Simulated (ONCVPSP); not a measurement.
# Reading a pseudo-wave (Si (Z = 14))

Columns: radius, all-electron u(r) and pseudo u(r) of the 3s shell (level -11.56 eV) of silicon in the configuration [Ne] 3s1 3p3; PBE, scalar-relativistic, ONCV scheme, ONCVPSP 4.0.1.

```
r (bohr)  all-electron  pseudo
   0.100        0.1245  0.0173
   0.200       -0.1329  0.0368
   0.300       -0.3048  0.0612
   0.400       -0.3420  0.0925
   0.500       -0.2815  0.1325
   0.600       -0.1657  0.1814
   0.700       -0.0262  0.2382
   0.800        0.1167  0.3008
   0.900        0.2509  0.3670
   1.000        0.3701  0.4345
   1.100        0.4715  0.5013
   1.200        0.5546  0.5647
   1.300        0.6204  0.6218
   1.400        0.6707  0.6696
   1.500        0.7067  0.7057
   1.600        0.7298  0.7295
   1.700        0.7417  0.7417
   1.800        0.7439  0.7439
   1.900        0.7381  0.7381
   2.000        0.7257  0.7256
   2.100        0.7079  0.7079
   2.200        0.6860  0.6860
   2.300        0.6610  0.6610
   2.400        0.6337  0.6337
   2.500        0.6049  0.6048
   2.600        0.5751  0.5751
```

Task: How many radial nodes do the two functions have?

Result: The all-electron 3s function has n − l − 1 = 2; the pseudo-wave has 0, since the states of the same l below it are removed with the core.

Task: At about which radius was the pseudo-wave matched?

Result: 1.80 bohr. The columns agree to 0.0005 from 1.60 bohr on; several derivatives are matched, so the curves merge somewhat inside the radius.

Task: Is the pseudo-wave norm-conserving?

Result: Yes: the ONCV scheme keeps the norm inside the radius equal to the all-electron one, which fixes the energy derivative of the logarithmic derivative at the level.
